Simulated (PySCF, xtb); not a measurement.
C2H7NSi2, SMILES N#CC[SiH2][SiH3].

xtb with GFN2-xTB at its own geometry gives an orbital gap of 4.40 eV and a dipole moment of 3.83 D.

Geometry optimised at B3LYP-D3(BJ)/def2-SVP. The structure was generated by enumeration, and PubChem lists no compound with its InChIKey, so it may never have been made. One conformer was computed; it need not be the lowest.

Q: What does PBE/def2-TZVP in PySCF give? (The exact figures need the calculation; the answer reports its results.)

A: gap 6.14 eV (levels -7.40 and -1.26 eV), dipole 3.74 D.
